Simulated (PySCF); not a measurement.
F2Sb, charge +1, singlet, geometry from GFN2-xTB (core potentials on Sb); PBE/def2-SVP run with PySCF.

The PySCF input:
```python
from pyscf import gto, scf, dft

mol = gto.Mole()
mol.atom = '''
    Sb    0.30909700    0.14576016    0.11713826
    F    -1.01713081    0.56899201   -1.18080934
    F    -0.73441883   -1.39496627    0.51702590
'''
mol.basis = 'def2-svp'
mol.ecp = {'Sb': 'def2-svp'}
mol.charge = 1
mol.verbose = 4
mol.build()

mf = dft.RKS(mol)
mf.xc = 'pbe'
mf.diis = False
mf.max_cycle = 100
mf.kernel()
```

Output, abridged:

```
PySCF version 2.14.0

[INPUT] verbose = 4
[INPUT] num. atoms = 3
[INPUT] num. electrons = 40
[INPUT] charge = 1
[INPUT] spin (= nelec alpha-beta = 2S) = 0
[INPUT] symmetry False subgroup None
[INPUT] Mole.unit = angstrom
[INPUT] Symbol           X                Y                Z      unit          X                Y                Z       unit  Magmom
[...]
nuclear repulsion = 131.516648562037
number of shells = 22
number of NR pGTOs = 109
number of NR cGTOs = 54
basis = def2-svp
ecp = {'Sb': 'def2-svp'}

******** <class 'pyscf.dft.rks.RKS'> ********
method = RKS
initial guess = minao
damping factor = 0
level_shift factor = 0
DIIS disabled
SCF conv_tol = 1e-09
SCF conv_tol_grad = None
SCF max_cycles = 100
direct_scf = True
direct_scf_tol = 1e-13
XC library pyscf.dft.libxc version 7.1.2
    S. Lehtola, C. Steigemann, M. J. T. Oliveira, and M. A. L. Marques,  SoftwareX 7, 1–5 (2018)
XC functionals = pbe
    J. P. Perdew, K. Burke, and M. Ernzerhof,  Phys. Rev. Lett. 77, 3865 (1996)
    J. P. Perdew, K. Burke, and M. Ernzerhof,  Phys. Rev. Lett. 78, 1396 (1997)
    J. P. Perdew, K. Burke, and M. Ernzerhof,  Phys. Rev. Lett. 77, 3865 (1996)
    J. P. Perdew, K. Burke, and M. Ernzerhof,  Phys. Rev. Lett. 78, 1396 (1997)
radial grids:
    Treutler-Ahlrichs [JCP 102, 346 (1995); DOI:10.1063/1.469408] (M4) radial grids

becke partition: Becke, JCP 88, 2547 (1988); DOI:10.1063/1.454033
pruning grids: <function nwchem_prune>
grids dens level: 3
symmetrized grids: False
atomic radii adjust function: <function treutler_atomic_radii_adjust>
small_rho_cutoff = 0
Set gradient conv threshold to 3.16228e-05
Initial guess from minao.
tot grids = 50488
init E= -414.6463431624
[...]
cycle= 1 E= -438.075988211205  delta_E= -23.4  |g|= 2.68  |ddm|= 9.89
[...]
cycle= 2 E= -437.47999452111  delta_E= 0.596  |g|=  3.1  |ddm|= 6.17

WARN: HOMO -0.215650669537728 == LUMO -0.215186308105626

cycle= 3 E= -417.620869036218  delta_E= 19.9  |g|= 7.43  |ddm|= 17.5
[...]
cycle= 4 E= -354.856993831817  delta_E= 62.8  |g|= 10.6  |ddm|= 22.1
[...]
cycle= 5 E= -386.647663721813  delta_E= -31.8  |g|= 9.79  |ddm|= 21.5
[...]
cycle= 6 E= -336.199385467664  delta_E= 50.4  |g|= 18.7  |ddm|= 22.1
[...]
cycle= 7 E= -385.945750631001  delta_E= -49.7  |g|= 10.9  |ddm|= 22.2
[...]
cycle= 8 E= -332.388549106639  delta_E= 53.6  |g|=   20  |ddm|= 22.2
[...]
cycle= 9 E= -385.776966887674  delta_E= -53.4  |g|= 11.1  |ddm|= 22.3
[...]
cycle= 10 E= -331.398337309107  delta_E= 54.4  |g|= 20.3  |ddm|= 22.3
[...]
cycle= 11 E= -385.733113544318  delta_E= -54.3  |g|= 11.2  |ddm|= 22.3
[...]
cycle= 12 E= -331.136155478607  delta_E= 54.6  |g|= 20.3  |ddm|= 22.3
[...]
cycle= 13 E= -385.721520878977  delta_E= -54.6  |g|= 11.2  |ddm|= 22.3
[...]
cycle= 14 E= -331.06643862613  delta_E= 54.7  |g|= 20.3  |ddm|= 22.3
[...]
cycle= 15 E= -385.718440943403  delta_E= -54.7  |g|= 11.2  |ddm|= 22.3
[...]
cycle= 16 E= -331.047880386398  delta_E= 54.7  |g|= 20.3  |ddm|= 22.3
[...]
cycle= 17 E= -385.717621327269  delta_E= -54.7  |g|= 11.2  |ddm|= 22.3
[...]
cycle= 18 E= -331.042938976957  delta_E= 54.7  |g|= 20.3  |ddm|= 22.3
[...]
cycle= 19 E= -385.71740311101  delta_E= -54.7  |g|= 11.2  |ddm|= 22.3
[...]
cycle= 20 E= -331.041623153514  delta_E= 54.7  |g|= 20.3  |ddm|= 22.3
[...]
cycle= 21 E= -385.717345004678  delta_E= -54.7  |g|= 11.2  |ddm|= 22.3
[...]
cycle= 22 E= -331.04127276236  delta_E= 54.7  |g|= 20.3  |ddm|= 22.3
[...]
cycle= 23 E= -385.717329531623  delta_E= -54.7  |g|= 11.2  |ddm|= 22.3
[...]
cycle= 24 E= -331.041179456066  delta_E= 54.7  |g|= 20.3  |ddm|= 22.3
[...]
cycle= 25 E= -385.717325411282  delta_E= -54.7  |g|= 11.2  |ddm|= 22.3
[...]
cycle= 26 E= -331.041154609328  delta_E= 54.7  |g|= 20.3  |ddm|= 22.3
[...]
cycle= 27 E= -385.717324314068  delta_E= -54.7  |g|= 11.2  |ddm|= 22.3
[...]
cycle= 28 E= -331.041147992826  delta_E= 54.7  |g|= 20.3  |ddm|= 22.3
[...]
cycle= 29 E= -385.717324021887  delta_E= -54.7  |g|= 11.2  |ddm|= 22.3
[...]
cycle= 30 E= -331.0411462309  delta_E= 54.7  |g|= 20.3  |ddm|= 22.3
[...]
cycle= 31 E= -385.717323944081  delta_E= -54.7  |g|= 11.2  |ddm|= 22.3
[...]
cycle= 32 E= -331.041145761724  delta_E= 54.7  |g|= 20.3  |ddm|= 22.3
[...]
cycle= 33 E= -385.717323923364  delta_E= -54.7  |g|= 11.2  |ddm|= 22.3
[...]
cycle= 34 E= -331.041145636779  delta_E= 54.7  |g|= 20.3  |ddm|= 22.3
[...]
cycle= 35 E= -385.717323917846  delta_E= -54.7  |g|= 11.2  |ddm|= 22.3
[...]
cycle= 36 E= -331.041145603507  delta_E= 54.7  |g|= 20.3  |ddm|= 22.3
[...]
cycle= 37 E= -385.717323916377  delta_E= -54.7  |g|= 11.2  |ddm|= 22.3
[...]
cycle= 38 E= -331.041145594649  delta_E= 54.7  |g|= 20.3  |ddm|= 22.3
[...]
cycle= 39 E= -385.717323915983  delta_E= -54.7  |g|= 11.2  |ddm|= 22.3
[...]
cycle= 40 E= -331.041145592287  delta_E= 54.7  |g|= 20.3  |ddm|= 22.3
[...]
cycle= 41 E= -385.717323915881  delta_E= -54.7  |g|= 11.2  |ddm|= 22.3
[...]
cycle= 42 E= -331.041145591659  delta_E= 54.7  |g|= 20.3  |ddm|= 22.3
[...]
cycle= 43 E= -385.717323915852  delta_E= -54.7  |g|= 11.2  |ddm|= 22.3
[...]
cycle= 44 E= -331.041145591488  delta_E= 54.7  |g|= 20.3  |ddm|= 22.3
[...]
cycle= 45 E= -385.717323915845  delta_E= -54.7  |g|= 11.2  |ddm|= 22.3
[...]
cycle= 46 E= -331.041145591447  delta_E= 54.7  |g|= 20.3  |ddm|= 22.3
[...]
cycle= 47 E= -385.717323915844  delta_E= -54.7  |g|= 11.2  |ddm|= 22.3
[...]
cycle= 48 E= -331.041145591434  delta_E= 54.7  |g|= 20.3  |ddm|= 22.3
[...]
cycle= 49 E= -385.717323915843  delta_E= -54.7  |g|= 11.2  |ddm|= 22.3
[...]
cycle= 50 E= -331.04114559143  delta_E= 54.7  |g|= 20.3  |ddm|= 22.3
[...]
cycle= 51 E= -385.717323915843  delta_E= -54.7  |g|= 11.2  |ddm|= 22.3
[...]
cycle= 52 E= -331.04114559143  delta_E= 54.7  |g|= 20.3  |ddm|= 22.3
[...]
cycle= 53 E= -385.717323915843  delta_E= -54.7  |g|= 11.2  |ddm|= 22.3
[...]
cycle= 54 E= -331.041145591431  delta_E= 54.7  |g|= 20.3  |ddm|= 22.3
[...]
cycle= 55 E= -385.717323915842  delta_E= -54.7  |g|= 11.2  |ddm|= 22.3
[...]
cycle= 56 E= -331.041145591428  delta_E= 54.7  |g|= 20.3  |ddm|= 22.3
[...]
cycle= 57 E= -385.717323915842  delta_E= -54.7  |g|= 11.2  |ddm|= 22.3
[...]
cycle= 58 E= -331.041145591429  delta_E= 54.7  |g|= 20.3  |ddm|= 22.3
[...]
cycle= 59 E= -385.717323915843  delta_E= -54.7  |g|= 11.2  |ddm|= 22.3
[...]
cycle= 60 E= -331.041145591427  delta_E= 54.7  |g|= 20.3  |ddm|= 22.3
[...]
cycle= 61 E= -385.717323915842  delta_E= -54.7  |g|= 11.2  |ddm|= 22.3
[...]
cycle= 62 E= -331.041145591427  delta_E= 54.7  |g|= 20.3  |ddm|= 22.3
[...]
cycle= 63 E= -385.717323915842  delta_E= -54.7  |g|= 11.2  |ddm|= 22.3
[...]
cycle= 64 E= -331.04114559143  delta_E= 54.7  |g|= 20.3  |ddm|= 22.3
[...]
cycle= 65 E= -385.717323915842  delta_E= -54.7  |g|= 11.2  |ddm|= 22.3
[...]
cycle= 66 E= -331.04114559143  delta_E= 54.7  |g|= 20.3  |ddm|= 22.3
[...]
cycle= 67 E= -385.717323915842  delta_E= -54.7  |g|= 11.2  |ddm|= 22.3
[...]
cycle= 68 E= -331.041145591427  delta_E= 54.7  |g|= 20.3  |ddm|= 22.3
[...]
cycle= 69 E= -385.717323915843  delta_E= -54.7  |g|= 11.2  |ddm|= 22.3
[...]
cycle= 70 E= -331.041145591428  delta_E= 54.7  |g|= 20.3  |ddm|= 22.3
[...]
cycle= 71 E= -385.717323915843  delta_E= -54.7  |g|= 11.2  |ddm|= 22.3
[...]
cycle= 72 E= -331.041145591428  delta_E= 54.7  |g|= 20.3  |ddm|= 22.3
[...]
cycle= 73 E= -385.717323915842  delta_E= -54.7  |g|= 11.2  |ddm|= 22.3
[...]
cycle= 74 E= -331.041145591428  delta_E= 54.7  |g|= 20.3  |ddm|= 22.3
[...]
cycle= 75 E= -385.717323915843  delta_E= -54.7  |g|= 11.2  |ddm|= 22.3
[...]
cycle= 76 E= -331.041145591428  delta_E= 54.7  |g|= 20.3  |ddm|= 22.3
[...]
cycle= 77 E= -385.717323915843  delta_E= -54.7  |g|= 11.2  |ddm|= 22.3
[...]
cycle= 78 E= -331.041145591428  delta_E= 54.7  |g|= 20.3  |ddm|= 22.3
[...]
cycle= 79 E= -385.717323915842  delta_E= -54.7  |g|= 11.2  |ddm|= 22.3
[...]
cycle= 80 E= -331.041145591428  delta_E= 54.7  |g|= 20.3  |ddm|= 22.3
[...]
cycle= 81 E= -385.717323915843  delta_E= -54.7  |g|= 11.2  |ddm|= 22.3
[...]
cycle= 82 E= -331.041145591429  delta_E= 54.7  |g|= 20.3  |ddm|= 22.3
[...]
cycle= 83 E= -385.717323915843  delta_E= -54.7  |g|= 11.2  |ddm|= 22.3
[...]
cycle= 84 E= -331.041145591432  delta_E= 54.7  |g|= 20.3  |ddm|= 22.3
[...]
cycle= 85 E= -385.717323915843  delta_E= -54.7  |g|= 11.2  |ddm|= 22.3
[...]
cycle= 86 E= -331.041145591427  delta_E= 54.7  |g|= 20.3  |ddm|= 22.3
[...]
cycle= 87 E= -385.717323915843  delta_E= -54.7  |g|= 11.2  |ddm|= 22.3
[...]
cycle= 88 E= -331.041145591427  delta_E= 54.7  |g|= 20.3  |ddm|= 22.3
[...]
cycle= 89 E= -385.717323915842  delta_E= -54.7  |g|= 11.2  |ddm|= 22.3
[...]
cycle= 90 E= -331.041145591427  delta_E= 54.7  |g|= 20.3  |ddm|= 22.3
[...]
cycle= 91 E= -385.717323915842  delta_E= -54.7  |g|= 11.2  |ddm|= 22.3
[...]
cycle= 92 E= -331.041145591426  delta_E= 54.7  |g|= 20.3  |ddm|= 22.3
[...]
cycle= 93 E= -385.717323915842  delta_E= -54.7  |g|= 11.2  |ddm|= 22.3
[...]
cycle= 94 E= -331.041145591427  delta_E= 54.7  |g|= 20.3  |ddm|= 22.3
[...]
cycle= 95 E= -385.717323915842  delta_E= -54.7  |g|= 11.2  |ddm|= 22.3
[...]
cycle= 96 E= -331.041145591429  delta_E= 54.7  |g|= 20.3  |ddm|= 22.3
[...]
cycle= 97 E= -385.717323915843  delta_E= -54.7  |g|= 11.2  |ddm|= 22.3
[...]
cycle= 98 E= -331.04114559143  delta_E= 54.7  |g|= 20.3  |ddm|= 22.3
[...]
cycle= 99 E= -385.717323915841  delta_E= -54.7  |g|= 11.2  |ddm|= 22.3
[...]
cycle= 100 E= -331.041145591431  delta_E= 54.7  |g|= 20.3  |ddm|= 22.3
SCF not converged.
SCF energy = -331.041145591431
```

Convergence was not reached.
